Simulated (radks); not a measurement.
Problem. La XXVI, 32 electrons, occupied as [Ar] 3d10 4s2 4p2. Calculated with a radial shooting solver on a logarithmic mesh with Libxc functionals: Dirac Kohn-Sham, PBE, spin-unpolarised, spherical densities, finite nucleus; open shells fill j = l - 1/2 first; Fermi nuclear charge, rms radius 4.855 fm.

Spin-orbit splittings of the eigenvalues, e(l+1/2) - e(l-1/2), with zeta = 2 splitting/(2l+1) and mean radii in bohr:

shell  occ.  splitting (eV)  zeta (eV)  <r> j=l-1/2  <r> j=l+1/2
2p        6           414.5      276.3      0.08975      0.09583
3p        6           83.27      55.51       0.2706       0.2820
3d       10           18.13      7.253       0.2518       0.2554
4p        2               ?          ?       0.5918       0.6089

Estimate the 4p splitting.

Solution. 23.97 eV (zeta = 15.98 eV).
